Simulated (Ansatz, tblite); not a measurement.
Cost and result up the ladder for (HInSe)4 cubane (In4H4Se4) (12 atoms). Total charge 0; singlet. Geometry: PBE-D4/def2-SVP.

```xyz
12

In   -1.677   -0.801    1.147
H    -3.006   -1.435    2.055
Se    0.760   -1.956    1.319
In    0.760   -1.539   -1.351
H     1.363   -2.756   -2.421
Se   -1.802   -0.701   -1.551
In   -0.671    1.723   -1.163
H    -1.204    3.087   -2.082
Se   -0.861    1.747    1.534
In    1.588    0.617    1.366
H     2.846    1.104    2.448
Se    1.903    0.910   -1.302
```

Ansatz on 2 threads of AMD EPYC 7R13 on a shared host and a share (18 GiB) of an NVIDIA H100 80GB HBM3; xTB runs through tblite on one thread. Times are rough, summed over both states, and most runs start from the orbitals of an earlier one. PBE0-D4/def2-TZVP serves as the yardstick here, not as an exact answer. The other state is a doublet.

In the def2 sets In takes a core potential; there is no spin–orbit coupling. The xTB rows come from tblite. Single mean-field runs in def2-TZVP are fitted with def2-universal-jkfit. HOMO above LUMO, or a gap near zero within one spin, warns that the state may not be the lowest or that an electron is smeared out.

Raw xTB energies of ions are shifted by several eV.

| level | functions | wall time | vertical IE (eV) | difference from PBE0-D4/def2-TZVP (eV) | remarks |
| --- | --- | --- | --- | --- | --- |
| GFN2-xTB | 76 | 0.046 s | 13.09 | 4.45 | – |
| GFN1-xTB | 80 | 0.049 s | 11.52 | 2.88 | – |
| HF/def2-TZVP (with forces) | 416 | 13 s | 8.36 | -0.28 | spin-contaminated (⟨S²⟩ 0.84) (+1 doublet) |
| PBE-D4/def2-TZVP | 416 | 18 s | 8.25 | -0.40 | gap within one spin near zero (+1 doublet) |
| PBE0-D4/def2-TZVP (with forces) | 416 | 33 s | 8.64 | 0.00 | – |
